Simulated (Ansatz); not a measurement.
Ideal-gas functions of BH5Se, SMILES `[BH3-][SeH2+]` at 298.15 K and 1 bar, from an Ansatz frequency run at PBE0-D4/def2-TZVP.

Molar mass 94.81 g/mol, point group Cs (symmetry number 1), electronic degeneracy 1, moments of inertia 8.312, 60.787, 61.091 u Å². Harmonic wavenumbers (cm⁻¹, unscaled): 203, 358, 440, 497, 817, 876, 1062, 1085, 1150, 1154, 2423, 2434, 2480, 2562, 2596.

Use S(trans) = R[1.5 ln M + 2.5 ln T − 1.1517]; rotational temperatures θ = 24.2544 K / I; S(rot) = R[ln(√π/σ · √(T³/θAθBθC)) + 1.5]; for each mode x = 1.438777 ν̃/T, S = R[x/(eˣ − 1) − ln(1 − e⁻ˣ)] and H = RT x/(eˣ − 1); 1 cm⁻¹ = 0.0119627 kJ/mol; R = 8.31446 J/(mol·K).

Q: By hand: the entropy, in J/(mol·K).

A: Translation 165.6. Rotation: θ = 2.918, 0.399, 0.397 K, giving 91.5. Vibration, mode by mode: 8.81, 4.73, 3.46, 2.79, 0.81, 0.64, 0.30, 0.28, 0.21, 0.21, 0.00, 0.00, 0.00, 0.00, 0.00, in all 22.2. Electronic 0.0. Sum 279.3 J/(mol·K).

Q: By hand: H − E and G − E in kJ/mol, counted from the electronic energy.

A: Zero-point energy ½ × 20137 × 0.0119627 = 120.4; thermal vibration 4.3; translation, rotation and pV give 4 RT = 9.9. H − E = 134.6 kJ/mol, and G − E = 134.6 − 298.15 × 279.3/1000 = 51.3 kJ/mol.

Vibration gives 8 % of the entropy.
